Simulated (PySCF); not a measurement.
An unknown shows these calculated signals:

¹H NMR (500 MHz, computed): δ 11.86 (d, 1H), 8.49 (d, 1H), 8.10 (s, 1H), 5.34 (m, 1H), 4.58 (m, 1H).

¹³C{¹H} NMR (computed): δ 235.9 (CH), 161.0 (CH), 158.5 (CH), 120.8 (C), 100.5 (CH).

- shielding tensors at PBE0/pcSseg-1 (GIAO)
- geometry: GFN2-xTB
- run in PySCF 2.14
- gas phase, no relativistic terms, a single conformation

Chemical shifts δ = σref − σ; TMS for ¹H (σ = 31.72 ppm) and ¹³C (σ = 186.93 ppm), all at this level.

Which of these does the molecule contain: an ester, a nitrile, an amide, a Si–H bond, an N-methyl group, a CH3CH2 unit?

Results:


- An ester: yes (δC 161.0; δH 8.10 (s)).
- A nitrile: yes (δC 120.8).
- An amide: no.
- A Si–H bond: yes (δH 4.58 (m)).
- An N-methyl group: no.
- A CH3CH2 unit: no.

The data belong to `N#C[Si@@H](C=O)/C=C/OC=O`, C$_{5}$H$_{5}$NO$_{3}$Si; they needn't prove each group on their own.

Carbon signals by region: 2 in the far downfield region (above 160 ppm), 3 in the sp2 and nitrile region (100–160 ppm). Above 160 ppm: 235.9, carbonyl carbon, 161.0, ester carbonyl carbon.

Shifts are as computed. Against solution values, carbons near 30 ppm lie about +3 ppm off and those near 130 ppm about +5 ppm. Of 1211 compounds with measured shifts, 218 miss one by over three times the rms of a fit or turn the order of signals round; such compounds aren't used in these exercises. Multiplicities follow the n + 1 count of equivalent neighbours, as no J values were calculated; m marks all less simple cases, F and P coupling included.
